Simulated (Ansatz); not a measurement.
Species: H8NSi2, SMILES `[SiH3][NH2+][SiH3]` (charge 1, multiplicity 1).

### Question
Give a relaxed geometry from PBE0-D4/def2-TZVP run with Ansatz (a program for electronic structure).

### Answer
the end point of this relaxation (outside a Z-matrix the atoms follow the SMILES, hydrogens last).
Z-matrix (Å, degrees):
```
N
H 1 1.0229
H 1 1.0229 2 104.96
Si 1 1.8720 2 108.81 3 -116.34
H 4 1.4735 1 103.11 2 -63.39
H 4 1.4735 5 114.45 1 111.21
H 4 1.4735 5 114.78 6 135.81
Si 1 1.8720 2 108.81 3 116.34
H 8 1.4735 1 103.11 2 63.39
H 8 1.4735 9 114.45 1 -111.21
H 8 1.4735 9 114.78 10 -135.81
```
